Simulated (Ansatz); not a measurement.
`CC#CC=S` and `CC#CBO` differ in one atom or group.

Ansatz, PBE0-D4/def2-TZVP geometries, multiplicity 1. Each molecule was computed in one conformer, which needn't be the lowest.

```tsv
property	`CC#CC=S`
HOMO–LUMO gap (B3LYP/def2-TZVPP) / eV	3.40
size of the dipole moment (ωB97M-V/def2-TZVPP) / D	3.31
size of the dipole moment (PBE/def2-TZVPP) / D	3.59
LUMO energy (PBE/def2-TZVPP) / eV	-3.49
size of the dipole moment (B3LYP/def2-TZVPP) / D	3.51
LUMO energy (PBE0/def2-TZVPP) / eV	-2.71
```

(1) What does the change do to each property? (Best estimate.)

Results:

(1) The calculation gave: 
```json
{"property": "HOMO–LUMO gap (B3LYP/def2-TZVPP) / eV", "`CC#CBO`": "6.19", "shift": "2.79"}
{"property": "size of the dipole moment (ωB97M-V/def2-TZVPP) / D", "`CC#CBO`": "0.51", "shift": "-2.80"}
{"property": "size of the dipole moment (PBE/def2-TZVPP) / D", "`CC#CBO`": "0.53", "shift": "-3.06"}
{"property": "LUMO energy (PBE/def2-TZVPP) / eV", "`CC#CBO`": "-1.80", "shift": "1.69"}
{"property": "size of the dipole moment (B3LYP/def2-TZVPP) / D", "`CC#CBO`": "0.57", "shift": "-2.94"}
{"property": "LUMO energy (PBE0/def2-TZVPP) / eV", "`CC#CBO`": "-0.88", "shift": "1.83"}
```

With PBE0 the HOMO falls by 0.99 eV and the LUMO rises by 1.83 eV, so the gap widens by about 2.82 eV. PBE moves the HOMO by -1.07 eV and ωB97M-V by -0.96 eV. Dipoles are sizes alone; their direction can turn.

B3LYP here is the variant with VWN-RPA as its local correlation; programs differ in this.
